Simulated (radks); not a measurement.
Values are calculated unless marked as measured or tabulated.
Neutral tin inside a hard spherical wall (all orbitals vanish at R), configuration held at [Kr] 4d10 5s2 5p2 and not refilled when levels cross. Code: a radial shooting solver on a logarithmic mesh with Libxc functionals. Model: scalar-relativistic Kohn-Sham, PBEsol, spin-polarised, spherical densities, point nucleus; open shells are filled with parallel spins first (spin-orbit coupling, left out, can overturn this in heavy ions). Eigenvalues in eV for spin up, with the zero of energy where the potential of the charges vanishes at infinity; a dash marks a level that is unbound or too diffuse for the functional's potential to be trusted. A positive occupied level is held by the wall or, in an anion where self-interaction has pushed it up, behind a barrier. The pressure on the wall is -dE/dV.

R (bohr),E (hartree),kinetic (hartree),e(4p),e(4d),e(5s),e(5p),"e(6s, empty)","e(5d, empty)",pressure (GPa)
free,-6174.47705,6446.245,-89.429,-25.710,-11.013,-4.171,-,-,0
20,-6174.47705,6446.245,-89.429,-25.710,-11.013,-4.171,-0.485,-,< 0.0001
15,-6174.47705,6446.245,-89.429,-25.710,-11.013,-4.171,-0.399,0.833,< 0.0001
12,-6174.47698,6446.246,-89.421,-25.702,-11.007,-4.165,-0.139,1.187,0.00114
10,-6174.47649,6446.251,-89.378,-25.660,-10.973,-4.131,0.403,1.681,0.0142
4,-6173.95045,6448.572,-82.539,-19.102,-4.787,4.365,34.636,19.575,104
3.5,-6173.41655,6450.633,-78.951,-15.723,-0.299,10.370,54.378,29.371,296
3,-6172.18915,6455.209,-72.854,-9.928,8.841,22.111,89.704,46.882,969
2.5,-6168.99274,6466.790,-61.424,1.390,29.871,47.836,158.95,81.352,3870
1.5,-6119.80476,6625.060,29.917,103.30,272.07,311.74,725.67,368.90,161000
